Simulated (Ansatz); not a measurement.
A nudged elastic band was laid between two geometries of CH₈O₂Si₃ (14 atoms, charge 0, multiplicity 1).

Level of theory: RKS PBE-D4/STO-3G (Ansatz 0.2.0).

```
movable images  : 5
climbing image  : yes
spring          : 5.0 eV/Å²
optimiser       : quadratic models (default)
start path      : through a guess of the saddle point
force threshold : 0.05 eV/Å
iteration limit : 60
end points      : relaxed
```

First end point:

```xyz
14
Properties=species:S:1:pos:R:3
C -2.252 1.396 -0.063
O -1.283 0.658 0.758
Si 0.263 0.621 -0.048
O 0.276 -0.540 -1.362
Si 1.220 -1.853 -0.661
Si 1.746 -0.605 1.157
H -2.530 0.866 -1.010
H -3.183 1.508 0.540
H -1.910 2.425 -0.351
H 0.509 1.960 -0.612
H 0.398 -3.046 -0.430
H 2.273 -2.256 -1.595
H 1.352 -1.071 2.483
H 3.109 -0.092 1.223
```

Last end point:

```xyz
14
Properties=species:S:1:pos:R:3
C -1.999 0.883 0.198
O -0.968 1.877 -0.134
Si 0.567 1.099 -0.373
O 0.446 -0.112 -1.635
Si 0.941 -1.579 -0.792
Si 1.340 -0.445 1.125
H -1.807 0.345 1.163
H -2.964 1.429 0.308
H -2.141 0.105 -0.595
H 1.389 2.239 -0.791
H -0.143 -2.567 -0.802
H 2.071 -2.201 -1.488
H 0.524 -0.769 2.291
H 2.731 -0.333 1.553
```

Problem. What changes between the two ends?

Solution. No bond is made or broken. The dihedral C1–O2–Si3–O4 goes from -76 to 57°.

Problem. Give the energies along the band, and the barrier.

Solution. The run converged. The highest image is number 2 of 0 to 6, 0.083 eV above the first end and 0.178 eV above the last; the last end lies 0.095 eV below the first. The profile has 2 maxima (images 2, 5) with wells between them (image 4): this band takes more than one step, which may be the mechanism or a detour left from its start path. A vibrational analysis at the climbing image gives one clearly imaginary mode, 94i cm⁻¹: a first-order saddle point. Limits of this set-up: minimal basis.

```
image  path coordinate (Å)  energy (eV)  dihedral C1–O2–Si3–O4 (°)
    0                 0.00        0.000                        -76
    1                 1.07        0.031                        -52
    2                 2.15        0.083                        -19
    3                 3.49       -0.012                         26
    4                 4.83       -0.052                         57
    5                 6.17       -0.029                         54
    6                 7.51       -0.095                         57
```

Problem. What is the geometry of the highest image?

Solution. 
```xyz
14
Properties=species:S:1:pos:R:3
C -2.138 1.111 -0.139
O -1.010 1.472 0.738
Si 0.471 0.936 -0.031
O 0.081 -0.281 -1.233
Si 0.884 -1.705 -0.562
Si 1.743 -0.519 1.167
H -1.887 0.254 -0.820
H -3.008 0.826 0.498
H -2.457 1.972 -0.782
H 1.101 2.110 -0.663
H -0.097 -2.755 -0.272
H 1.806 -2.263 -1.554
H 1.308 -0.868 2.514
H 3.187 -0.318 1.168
```

Run time: 10 min on 1 thread of Arm Neoverse V1 (shared host), peak memory 0.11 GiB.
